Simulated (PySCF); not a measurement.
Sb (antimony, neutral) across methods

[Kr] 4d10 5s2 5p2 6s1, high-spin 4P determinant (an excited configuration). Computed with PySCF 2.14 in aug-cc-pwCVTZ-DK3, with scalar relativity by spin-free X2C-1e.

```tsv
method	E (hartree)	mean ε 5s β (eV)	mean ε 5p α (eV)	mean ε 6s α (eV)	Σ⟨r²⟩ (bohr²)	⟨S²⟩
CAM-B3LYP	-6480.67	-17.536	-10.201	-2.586	87.38	3.752
LDA	-6474.14	-15.410	-8.015	-1.864	86.45	3.751
PBE0	-6479.98	-15.935	-9.069	-2.147	87.58	3.753
r2SCAN	-6480.32	-15.102	-8.380	-1.768	87.84	3.754
PBE	-6479.91	-14.981	-7.943	-1.794	87.16	3.752
r2SCANh	-6480.31	-15.485	-8.777	-1.904	87.84	3.755
UHF	-6477.52829	-17.590	-11.774	-2.866	89.52	3.759
M06-L	-6480.19	-15.068	-7.943	-1.761	89.27	3.752
```

The outer electron is Rydberg-like, and this basis confines it to a smaller radius and binds it less than a complete one would.
